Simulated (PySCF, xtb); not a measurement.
Zn(F)(NMe2) (C2H6FNZn), SMILES C[N](C)[Zn][F].

GFN2-xTB in xtb at its own geometry gives an orbital gap of 1.84 eV and a dipole moment of 4.49 D.

Geometry: B3LYP-D3(BJ)/def2-SVP. The structure was generated by enumeration; whether it is a known compound was not checked. Other conformers were not sampled.

**Question.** What does PySCF with ωB97X/def2-TZVP give? (The exact figures need the calculation; the answer reports its results.)

**Answer.** gap 9.55 eV (levels -8.53 and 1.02 eV), dipole 2.41 D.
